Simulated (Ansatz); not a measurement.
Species: MgF, charge 0, doublet. MgF (SMILES [F][Mg], doublet).
B3LYP-D3(BJ)/def2-TZVP minimum from Ansatz (a program for electronic structure):
```xyz
2

Mg     0.0000     0.0000    -0.7587
F      0.0000     0.0000     1.0116
```
Charge 0, spin multiplicity 2.

Property: atomisation energy (electronic, to ground-state atoms), in kcal/mol. Open shells are spin-unrestricted; no spin-orbit coupling. Cores are frozen in correlated methods. No relativity. CBS(X,Y): correlation extrapolated as X^-3, Hartree-Fock from the larger set. A bracket is a step between two methods taken in the basis named. Double hybrids freeze cores in their MP2 part. For partners of very few electrons the exact lower level stands in for a higher one. The spin of FMg ([F][Mg], doublet) was assumed, and the state is the lowest solution found for it.

CCSD(T)/CBS(def2-TZVPP,def2-QZVPP) + [CCSDT(Q) - CCSD(T)]/def2-QZVPP + [CCSDTQ - CCSDT(Q)]/def2-SVP (Ansatz) gives 107.8 kcal/mol.

How far off this value is PBE/def2-TZVPD (Ansatz), in which direction, and how far these levels: r2SCAN/def2-TZVPD, PBE0/def2-TZVPD, wB97M-V/def2-TZVPD, B2PLYP/def2-TZVPD, CCSD(T)/CBS(def2-TZVPP,def2-QZVPP)?

PBE gives 108.1 kcal/mol, 0.3 kcal/mol above it. Differences of the others: r2SCAN/def2-TZVPD (Ansatz) 2.2; PBE0/def2-TZVPD (Ansatz) -4.9; wB97M-V/def2-TZVPD (Ansatz) -8.1; B2PLYP/def2-TZVPD (Ansatz) -2.9; CCSD(T)/CBS(def2-TZVPP,def2-QZVPP) (Ansatz) 0.0 kcal/mol.
